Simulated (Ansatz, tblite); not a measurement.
Forces on the cluster Sc3N3 at its PBE-D4/def2-SVP geometry. Charge 0, multiplicity 1.

The xTB rows come from tblite. The restricted singlet is unstable towards broken spin symmetry at other levels; at PBE-D4/def2-TZVP this wasn't settled. Another isomer (singlet) lies 2.03 eV lower at PBE0-D4/def2-TZVP; other spin states weren't run for this one.

GFN1-xTB (tblite), largest force 6.11 eV/Å:

```xyz
6
positions Å, forces eV/Å
Sc   -0.097    1.399    0.194   -1.791    2.841    1.283
Sc   -2.691    0.318    1.166   -0.962    1.072    0.935
Sc    0.344   -1.246   -0.659    0.596   -1.315   -0.605
N     2.197   -0.616   -0.551   -2.672    3.026    0.806
N    -1.229   -0.291    0.244    0.177   -1.969   -0.912
N     1.476    0.434   -0.394    4.653   -3.656   -1.507
```

GFN2-xTB (tblite), largest force 4.73 eV/Å:

```
Sc -1.805 3.652 1.648
Sc -3.250 1.710 2.163
Sc 0.562 -1.044 -0.359
N -1.247 1.348 0.581
N 2.930 -2.806 -2.426
N 2.810 -2.860 -1.608
```

PBE-D4/def2-TZVP (Ansatz), largest force 0.23 eV/Å:

```
Sc -0.116 0.108 0.092
Sc -0.188 0.078 0.109
Sc -0.112 -0.086 -0.033
N 0.171 0.024 0.042
N 0.095 -0.086 -0.087
N 0.149 -0.040 -0.123
```
